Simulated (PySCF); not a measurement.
1,1-difluoro-1-methoxyethane (C₃H₆F₂O), SMILES C(F)(F)(OC)C.

Geometry optimised at PBE0-D3(BJ)/def2-SVP. Other conformers were not sampled.

All values below come from TDA-LC-ωPBE/def2-SVPD run with PySCF.

Vertical excitations. Gas-phase values at a fixed geometry.

Computed excitation energies, oscillator strengths and character:
```
state  energy (eV)  λ (nm)      f                                                                    main pairs
-----  -----------  ------  -----  ----------------------------------------------------------------------------
S1            8.98     138  0.006                                                                HOMO→LUMO 82 %
S2            9.68     128  0.027         HOMO→LUMO+2 36 %, HOMO→LUMO+1 24 %, HOMO→LUMO+3 11 %, HOMO→LUMO+6 8 %
S3           10.13     122  0.012        HOMO→LUMO+1 34 %, HOMO→LUMO+2 23 %, HOMO−1→LUMO 11 %, HOMO→LUMO+4 10 %
S4           10.27     121  0.015                                                              HOMO−1→LUMO 62 %
S5           10.56     117  0.040                                                              HOMO→LUMO+3 69 %
S6           10.66     116  0.016         HOMO→LUMO+5 31 %, HOMO→LUMO+6 17 %, HOMO→LUMO+1 12 %, HOMO→LUMO+4 8 %
S7           10.92     114  0.054  HOMO−1→LUMO+1 30 %, HOMO−1→LUMO+2 25 %, HOMO−1→LUMO+6 7 %, HOMO−1→LUMO+3 7 %
S8           10.96     113  0.039                                            HOMO→LUMO+5 40 %, HOMO→LUMO+8 11 %
S9           11.13     111  0.016          HOMO→LUMO+4 38 %, HOMO→LUMO+2 11 %, HOMO→LUMO+7 7 %, HOMO→LUMO+9 6 %
S10          11.21     111  0.028    HOMO−2→LUMO 32 %, HOMO−1→LUMO+1 11 %, HOMO−1→LUMO+3 7 %, HOMO−2→LUMO+1 7 %
T1            8.75     142      0                                                                HOMO→LUMO 76 %
T2            9.14     136      0         HOMO→LUMO+2 29 %, HOMO→LUMO+1 21 %, HOMO→LUMO+6 10 %, HOMO→LUMO+3 8 %
T3            9.81     126      0         HOMO−1→LUMO 24 %, HOMO→LUMO+2 20 %, HOMO→LUMO+1 12 %, HOMO→LUMO+4 9 %
T4            9.94     125      0         HOMO−1→LUMO 36 %, HOMO→LUMO+2 8 %, HOMO→LUMO+1 7 %, HOMO−1→LUMO+2 5 %
```
Triplets are in the Tamm–Dancoff approximation.
